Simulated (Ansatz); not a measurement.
BiH2Me (CH₅Bi), relaxed as a singlet with RKS PBE-D4/def2-TZVP in Ansatz, starting from the GFN2-xTB geometry. Force threshold 0.02 eV/Å.

In the def2 sets Bi takes a core potential; there is no spin–orbit coupling.

Start:

```tsv
atom	x (Å)	y (Å)	z (Å)
Bi1	-1.482	0.090	0.065
H2	-1.346	-1.545	-0.618
H3	-1.194	-0.600	1.678
C4	0.740	0.468	-0.244
H5	0.950	0.542	-1.302
H6	1.307	-0.348	0.177
H7	1.026	1.392	0.243
```

Task: Estimate the energy that the relaxation releases and the steps that it takes.

Result: 2.8 kJ/mol, in 5 steps; 7 s on 4 threads of Intel Xeon on a shared host. No frequencies were taken in this run, so the end may be a saddle point.

Task: Does the start keep its bonding and symmetry?

Result: By distances, no bond broke or formed. The bond that changes most is Bi1–H2, from 1.78 to 1.81 Å (atoms count from 1).

Task: Predict the relaxed structure.

Result: 
Cartesian coordinates in Å:
```
Bi -1.477 0.086 0.043
H -1.352 -1.596 -0.616
H -1.228 -0.556 1.718
C 0.758 0.467 -0.249
H 0.945 0.595 -1.322
H 1.332 -0.380 0.139
H 1.022 1.385 0.287
```
Bond lengths: 1 × Bi–C 2.29 Å; 3 × C–H 1.09 to 1.10 Å; 2 × Bi–H 1.81 Å.
